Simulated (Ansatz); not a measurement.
Geometry optimisation, RKS r2SCANh/6-31G (Ansatz).

Input file:

```yaml
crystal:
  periodic: [false, false, false]
  atoms:
    - { symbol: "N", position_ang: [-0.56, -2.0443, -1.6184] }
    - { symbol: Al, position_ang: [-0.111, -0.5717, -0.4691] }
    - { symbol: Si, position_ang: [1.4049, -0.9529, 1.2594] }
    - { symbol: C, position_ang: [-0.8301, 1.2618, -0.7281] }
    - { symbol: C, position_ang: [-2.279, 1.35422, -0.63634] }
    - { symbol: S, position_ang: [-3.18219, 0.99993, -1.7218] }
    - { symbol: H, position_ang: [-1.6051, -2.1523, -1.4881] }
    - { symbol: H, position_ang: [-0.0816, -2.8378, -1.2899] }
    - { symbol: H, position_ang: [0.802, -0.6373, 2.6049] }
    - { symbol: H, position_ang: [2.6064, -0.0771, 1.1128] }
    - { symbol: H, position_ang: [1.8542, -2.3609, 1.2679] }
    - { symbol: H, position_ang: [-0.50736, 1.62425, -1.79026] }
    - { symbol: H, position_ang: [-0.32413, 1.98418, -0.06509] }
    - { symbol: H, position_ang: [-2.73346, 1.7385, 0.24997] }
basis:
  gaussian: { orbitals: "6-31G" }
hamiltonian:
  xc: r2scanh
relax:
  f_tol: 0.015
  max_steps: 40
output:
  orbitals: {}
```

Run as:

```bash
$ ansatz run input.yaml --threads 2 --pin off --max-ram 3072MiB --backend cpu --events-out ev --progress --plain --runs-dir out
```

**Question.** Where does it end, and by what steps?

**Answer.** The forces met the threshold. The force dipped under the threshold on the way, but the program's further checks kept it going. Limits of this set-up: no polarisation functions. After 28 steps the energy has fallen by 2.561 eV; S6 moved furthest, 0.93 Å. The start is strongly strained (largest force component 11 eV/Å).

```tsv
step	energy less start (eV)	largest force component (eV/Å)	accepted
0	0.0000	10.765	yes
1	-1.6974	4.062	yes
2	-2.1470	2.571	yes
3	-2.4100	0.852	yes
4	-2.4692	0.555	yes
5	-2.5237	0.110	yes
6	-2.5381	0.196	yes
7	-2.5404	0.300	yes
8	-2.5439	0.208	yes
9	-2.5459	0.144	yes
10	-2.5481	0.078	yes
11	-2.5500	0.094	yes
12	-2.5513	0.111	yes
13	-2.5529	0.111	yes
14	-2.5530	0.173	yes
15	-2.5526	0.220	no
16	-2.5559	0.069	yes
17	-2.5560	0.089	yes
18	-2.5576	0.037	yes
19	-2.5583	0.050	yes
20	-2.5591	0.066	yes
21	-2.5595	0.064	yes
22	-2.5597	0.097	yes
23	-2.5600	0.075	yes
24	-2.5605	0.037	yes
25	-2.5605	0.023	yes
26	-2.5606	0.006	yes
27	-2.5606	0.008	yes
28	-2.5607	0.007	yes
```

```xyz
14
Properties=species:S:1:pos:R:3
N -1.034 -1.854 -1.069
Al -0.172 -0.543 -0.224
Si 1.730 -0.951 1.263
C -0.878 1.333 -0.578
C -2.259 1.189 -0.996
S -2.814 0.941 -2.574
H -1.811 -1.677 -1.695
H -0.801 -2.836 -1.026
H 1.386 -0.628 2.693
H 2.910 -0.094 0.894
H 2.181 -2.385 1.222
H -0.227 1.718 -1.372
H -0.755 1.910 0.346
H -3.003 1.206 -0.195
```

Whether the end is a true minimum wasn't checked by a vibrational analysis.

Time of the run: 2.6 min on 2 threads of Arm Neoverse V2, on a shared host, peak memory 0.25 GiB.
